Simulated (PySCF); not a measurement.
HOSn, neutral, multiplicity 2. Atoms are numbered in the order given.

```xyz
3

Sn    -0.0033    -0.3105     0.0000
O      0.1135     1.6756     0.0000
H     -0.7414     2.1217     0.0000
```
Charge 0, spin multiplicity 2.

Coordinates come from a r2SCAN-D4/def2-TZVP optimisation. The def2 effective core potentials stand for the cores of Sn; spin–orbit coupling is left out.

All values below come from TDA-PBE/def2-TZVPD in PySCF 2.14.0.

Vertical excitations. 

| state | energy (eV) | λ (nm) | f | main pairs |
|---|---|---|---|---|
| root 1 | 0.35 | 3529 | 0.000 | α HOMO→LUMO 100 % |
| root 2 | 2.35 | 527 | 0.008 | α HOMO→LUMO+1 100 % |
| root 3 | 3.49 | 356 | 0.107 | α HOMO→LUMO+2 100 % |
| root 4 | 3.64 | 340 | 0.000 | α HOMO−1→LUMO 53 %, β HOMO→LUMO 46 % |
| root 5 | 3.89 | 319 | 0.000 | α HOMO−2→LUMO 60 %, β HOMO−1→LUMO 39 % |
| root 6 | 4.31 | 288 | 0.002 | α HOMO−1→LUMO 41 %, α HOMO→LUMO+4 17 %, β HOMO→LUMO 41 % |
| root 7 | 4.51 | 275 | 0.000 | α HOMO→LUMO+5 21 %, β HOMO→LUMO+1 72 % |
| root 8 | 4.57 | 271 | 0.016 | α HOMO→LUMO+3 98 % |
| root 9 | 4.80 | 258 | 0.159 | α HOMO→LUMO+4 80 %, β HOMO→LUMO 11 % |
| root 10 | 4.89 | 253 | 0.001 | β HOMO−1→LUMO+1 98 % |
Unrestricted roots are not spin-pure.
